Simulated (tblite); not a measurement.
Species: C₅H₈NS (doublet state).
Z-matrix (Å and degrees, GFN2-xTB geometry), rows numbered from 1:
```
N 
C   1  1.2154
C   2  1.5384  1  124.53
C   3  1.5242  2  111.15  1  -122.89
C   4  1.5251  3  106.83  2   -82.06
C   5  1.5206  4  106.43  3   -47.72
S   3  1.8146  2  110.03  1   119.57
H   2  1.0963  1  123.71  3  -179.32
H   3  1.0893  2  107.79  1     1.80
H   4  1.0928  3  109.00  2   159.31
H   4  1.0909  3  110.69  2    40.17
H   5  1.0902  4  111.48  3  -168.44
H   5  1.0918  4  110.15  3    71.64
H   6  1.0877  5  113.34  4   154.82
H   6  1.0900  5  111.77  4   -81.07
```

Method: GFN2-xTB as coded in tblite; computed harmonic values from a numerical Hessian at the method's own geometry, unscaled. Against measured fundamentals such values can be off by several per cent, at times by over 20. One conformer, not necessarily the lowest. Open shells enter through the occupations alone, without spin polarisation, and single modes of such species can be off by tens of per cent.

Harmonic wavenumbers (cm⁻¹): 58.5, 82.5, 219.6, 273.8, 331.1, 356.3, 487.2, 555.6, 697.3, 730.7, 811.1, 825.8, 855.2, 911.6, 954.0, 1014.9, 1022.0, 1092.0, 1096.0, 1131.1, 1154.3, 1187.3, 1209.5, 1234.1, 1249.5, 1299.1, 1319.5, 1455.2, 1470.6, 1487.8, 1827.0, 2813.8, 2968.5, 2978.8, 2991.2, 2995.7, 2998.4, 3004.0, 3018.9.

A = 3727, B = 1815, C = 1423 MHz; mass 114.038 u (most abundant isotopes); point group C1, symmetry number 1; spin multiplicity 2.

Question: What is the zero-point energy?

Answer: ½Σν̃ = 26085 cm⁻¹ = 312.04 kJ/mol.

Question: Give the ideal-gas entropy at 298.15 K and 1 bar in the rigid-rotor, harmonic-oscillator model (classical rotation).

Answer: Translation 167.93, rotation 116.75, vibration 73.32, spin (R ln 2) 5.76: S = 363.8 J/(mol K).

Question: And Cp and H(298.15 K) − H(0)?

Answer: Cp = 118.96 J/(mol K), of which vibrations give 85.70 (their classical limit is 39 R = 324.3); H(298.15 K) − H(0) = 21.76 kJ/mol without the zero-point energy, 11.85 from vibrations.

Question: What must be added to the electronic energy to get the Gibbs energy at 298.15 K and 1 bar?

Answer: ZPE + [H(298.15 K) − H(0)] − T·S = 312.04 + 21.76 − 108.45 = 225.35 kJ/mol.

Question: How do the functions run with temperature in this model?

Answer: 
```json
{"T (K)": "150", "S (J/(mol K))": "300.8", "Cp (J/(mol K))": "71.8", "H − H(0) (kJ/mol)": "7.80", "G − H(0) (kJ/mol)": "-37.33", "ln q(vib)": "1.75"}
{"T (K)": "250", "S (J/(mol K))": "344.3", "Cp (J/(mol K))": "102.3", "H − H(0) (kJ/mol)": "16.44", "G − H(0) (kJ/mol)": "-69.64", "ln q(vib)": "3.28"}
{"T (K)": "400", "S (J/(mol K))": "403.6", "Cp (J/(mol K))": "153.7", "H − H(0) (kJ/mol)": "35.67", "G − H(0) (kJ/mol)": "-125.79", "ln q(vib)": "5.71"}
{"T (K)": "600", "S (J/(mol K))": "476.8", "Cp (J/(mol K))": "207.1", "H − H(0) (kJ/mol)": "72.10", "G − H(0) (kJ/mol)": "-213.96", "ln q(vib)": "9.16"}
{"T (K)": "900", "S (J/(mol K))": "571.1", "Cp (J/(mol K))": "257.3", "H − H(0) (kJ/mol)": "142.43", "G − H(0) (kJ/mol)": "-371.59", "ln q(vib)": "14.31"}
```

q(vib) and H(0) count from the zero-point level.

Question: Which modes carry the vibrational entropy at 298.15 K?

Answer: 58.5 cm⁻¹: 18.86; 82.5 cm⁻¹: 16.03; 219.6 cm⁻¹: 8.21; 273.8 cm⁻¹: 6.58; 331.1 cm⁻¹: 5.25; 356.3 cm⁻¹: 4.76 J/(mol K); the other 33 give 13.63 together.

Hindered rotation and anharmonicity are outside this model. Other conformers, if any are populated, would add a mixing term that is left out. The structure is chiral; the term R ln 2 for an equal mix with its mirror image is left out.
